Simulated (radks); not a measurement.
Results of a calculation; reference values are marked as such.
Excited configurations of N I: one electron is placed in a higher orbital outside [He] 2s2 2p2. The ground configuration is [He] 2s2 2p3. Level of theory: Dirac Kohn-Sham, PBE, spin-unpolarised, spherical densities, point nucleus; open shells are shared between the two j in proportion to 2j + 1 (a radial shooting solver on a logarithmic mesh with Libxc functionals). Excitation = E - E(ground); binding = E(ion) - E, where the ion is the core of charge +1; n* = 1/sqrt(2 binding) in atomic units, and the quantum defect is n - n*. Eigenvalue and <r> are those of j = l + 1/2.

outer orbital  excitation (eV)  binding (eV)     n*  quantum defect  eigenvalue (eV)  <r> (bohr)
3d                      12.008         1.583  2.931           0.069           -0.713       10.07
4f                      12.685         0.907  3.874           0.126           -0.437       17.54
5s                      12.529         1.062  3.579           1.421           -0.673       20.61
5p                      12.705         0.886  3.919           1.081           -0.555       24.03
5d                      12.921         0.670  4.505           0.495           -0.413       30.43
6p                      12.994         0.597  4.775           1.225           -0.391       36.76
6d                      13.113         0.478  5.336           0.664           -0.311       44.66
6f                      13.143         0.448  5.510           0.490           -0.284       44.76

The Delta-SCF ionisation energy is 13.591 eV (NIST Atomic Spectra Database: 14.534 eV, measured). Self-interaction in the functional shifts the binding energies and quantum defects, so they are the method's values and not measured ones. Spin polarisation and multiplet splitting are left out, so open shells lie too high by an amount that depends on their filling.

Beside tabulated values, note that spin-unpolarised runs miss the spin-polarisation part of the exchange energy of open shells.
